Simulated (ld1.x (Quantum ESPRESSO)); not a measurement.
Which change was made? (Ru, PAW)

ld1.x (Quantum ESPRESSO) 7.5 input, shortened:

```
&input
   title='Ru', zed=44., rel=0, dft='PZ', iswitch=3,
   config='[Kr] 4d7 5s1 5p0'
 /
 &inputp
   pseudotype=3, lpaw=.true., tm=.true., lloc=-2, rcloc=2.10,
   nlcc=.true., new_core_ps=.true.,
   which_augfun='BESSEL', rmatch_augfun=1.05
 /
6
5S  1  0   1.00   0.00  2.25  3.00  0.0
5S  1  0   0.00   1.25  2.25  3.00  0.0
4P  2  1   6.00   0.00  1.95  2.10  0.0
5P  3  1   0.00   0.00  1.95  2.10  0.0
4D  3  2   7.00   0.00  1.00  1.35  0.0
4D  3  2   0.00   1.60  1.00  1.35  0.0
 &test
   configts(1)='4p6 4d7 5s1 5p0'
 /
```

Cutoffs, loose and tight: the cutoffs (Ry, on a coarse ladder) from which the occupation-weighted sum of valence levels, in a spherical-Bessel basis at the reference potential, stays within 10 and 1 mRy of its value at 400 Ry. They do not see the model core or the augmentation charge, which bear on the density cutoff. Test errors are all-electron minus pseudo excitation energies from the reference, over the configurations 4p6 4d7 5s0 5p0; 4p6 4d6 5s0 5p0; 4p6 4d5 5s0 5p0; 4p5 4d7 5s1 5p0; 4p6 4d8 5s0 5p0; 4p6 4d6 5s1 5p1; 4p6 4d7.5 5s0.5 5p0 (two spin-polarised tests are not counted in the largest error); variants that change the core or the reference have their own tests. The largest error is taken over the tests solved by every variant that gives reliable tests at all, those not shown here included: 4p6 4d5 5s0 5p0; 4p6 4d6 5s0 5p0; 4p6 4d7 5s0 5p0.

The base gives: outcome: generated; cutoff, loose: 55 Ry; cutoff, tight: 100 Ry; bound ghosts: none; largest test error (meV): -50.

Problem. After one change the result is: outcome: generated; cutoff, loose: 30 Ry; cutoff, tight: 50 Ry; bound ghosts: none; largest test error (meV): -84. Which change was it?
A. all radii but the core radius scaled by about 1.36 (s 4.08, p 2.86, d 1.84 bohr, rcut 3.06/2.66/1.36); local potential all-electron potential smoothed inside 2.86 bohr (lloc = -2); augmentation BESSEL, radius 1.42 bohr
B. local potential all-electron potential smoothed inside 1.90 bohr (lloc = -2)
C. local potential all-electron potential smoothed inside 2.00 bohr (lloc = -1)
D. augmentation PSQ, inside the norm-conserving radii

Solution. A. The others give: local potential all-electron potential smoothed inside 2.00 bohr (lloc = -1) → outcome: generated; cutoff, loose: 55 Ry; cutoff, tight: 100 Ry; bound ghosts: s; largest test error (meV): -48 | local potential all-electron potential smoothed inside 1.90 bohr (lloc = -2) → outcome: generated; cutoff, loose: 55 Ry; cutoff, tight: 100 Ry; bound ghosts: none; largest test error (meV): -49 | augmentation PSQ, inside the norm-conserving radii → outcome: generated; cutoff, loose: 55 Ry; cutoff, tight: 100 Ry; bound ghosts: none; largest test error (meV): -46.
